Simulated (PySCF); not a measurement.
[TaO2Cl2]− relaxed at several levels

Computed with PySCF 2.14.0, def2-SVP on the ligands, density fitting, scalar-relativistic core potentials, no spin-orbit coupling, vacuum. Each row is relaxed at its own level from the same template. Distances are means of the shortest metal–ligand contacts, charges and spins Mulliken's.

```csv
level,basis on the metal,point group,M–O (Å),M–Cl (Å),charge on M (e),HOMO–LUMO gap (eV),"strongest infrared band, degenerate modes summed (cm⁻¹)",unstable modes (below −25 cm⁻¹)
PBE0,def2-SVP with ECP60,C2v,1.751,2.395,0.74,6.67,918,0
```

Q: What does the calculation give for BP86, def2-SVP with ECP60?

A: point group: C2v, M–O (Å): 1.773, M–Cl (Å): 2.408, charge on M (e): 0.55, HOMO–LUMO gap (eV): 4.19, strongest infrared band, degenerate modes summed (cm⁻¹): 873, unstable modes (below −25 cm⁻¹): 0.
```xyz
5

Ta    0.0000    0.0000    0.1611
O     1.0043    1.0043    1.2226
O    -1.0043   -1.0043    1.2226
Cl    1.4215   -1.4215   -1.1640
Cl   -1.4215    1.4215   -1.1640
```

One start shape was tried for each, so a minimum needn't be the lowest isomer.
